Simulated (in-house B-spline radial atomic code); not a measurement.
Radial electron density of the chlorine ion Cl²⁺, [Ne] 3s1 3p3 3d1. All numbers are computed (Dirac-Kohn-Sham LDA VWN5, spherical fractional occupations; Fermi nucleus of rms radius 3.3654 fm, inside a hard spherical wall at 1.98 bohr) with a radial B-spline atomic code at the basis-set limit, not measured.

Columns: r (bohr), 4πr²n(r) (electrons per bohr), bar.

```
 0.00356   0.4731 #
 0.00417   0.6342 #
 0.00488   0.8458 ##
 0.00571    1.123 ###
 0.00669    1.488 ###
 0.00784     1.96 ####
 0.00918    2.562 ######
  0.0108    3.348 ########
  0.0126    4.277 ##########
  0.0148    5.463 ############
  0.0173    6.843 ###############
  0.0202    8.439 ###################
  0.0237     10.3 #######################
  0.0278    12.31 ############################
  0.0325    14.34 ################################
  0.0381    16.31 #####################################
  0.0446    17.98 ########################################
  0.0522    19.15 ###########################################
  0.0612    19.63 ############################################
  0.0716    19.31 ###########################################
  0.0839    18.23 #########################################
  0.0983    16.64 #####################################
   0.115       15 ##################################
   0.135     13.8 ###############################
   0.158    13.59 ##############################
   0.185    14.51 #################################
   0.217    16.32 #####################################
   0.254    18.26 #########################################
   0.297    19.44 ############################################
   0.348     19.1 ###########################################
   0.408    16.96 ######################################
   0.477    13.58 ##############################
   0.559    9.883 ######################
   0.655    7.065 ################
   0.767    5.794 #############
   0.898    5.884 #############
    1.05    6.387 ##############
    1.23    6.092 ##############
    1.44    4.277 ##########
    1.69    1.503 ###
    1.96 0.007892
```

On this grid the curve has 3 maxima, near 0.0612, 0.297, 1.05 bohr.

The 3p1/2 radial function P(r) = rR(r), positive near the nucleus, with its small component Q(r) (sign convention: Q ≈ (P' + κP/r)/2c):

```
r (bohr)         P          Q
 0.00356  0.001142   0.002913
 0.00488  0.002025   0.003924
 0.00669  0.003615   0.005258
 0.00918  0.006483   0.006997
  0.0126   0.01162   0.009216
  0.0173    0.0207    0.01197
  0.0237   0.03636    0.01521
  0.0325   0.06291    0.01884
  0.0446    0.1063    0.02251
  0.0612    0.1736    0.02554
  0.0839      0.27    0.02698
   0.115    0.3933     0.0257
   0.158    0.5242    0.02081
   0.217    0.6113    0.01239
   0.297     0.576    0.00221
   0.408    0.3376  -0.006995
   0.559   -0.1189   -0.01201
   0.767    -0.685   -0.01139
    1.05    -1.081  -0.005856
    1.44   -0.9339   0.001925
    1.96  -0.03969   0.007165
```
